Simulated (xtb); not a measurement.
Species: H$_{6}$B$_{4}$, SMILES `BBBB` (charge 0, multiplicity 1).

Q: Give a relaxed geometry from GFN2-xTB (xtb).

A: Several could match; the one computed here: the end point of this relaxation, one of several conformers (outside a Z-matrix the atoms follow the SMILES, hydrogens last).
Cartesian coordinates (Å) in one orientation:
```xyz
10

B      1.840    -0.052     0.623
B      0.732    -0.518    -0.449
B     -0.586     0.371    -0.724
B     -1.934     0.146     0.128
H      2.774     0.602     0.337
H      1.765    -0.328     1.763
H      0.859    -1.519    -1.053
H     -0.532     1.190    -1.566
H     -2.128     0.693     1.150
H     -2.790    -0.585    -0.208
```
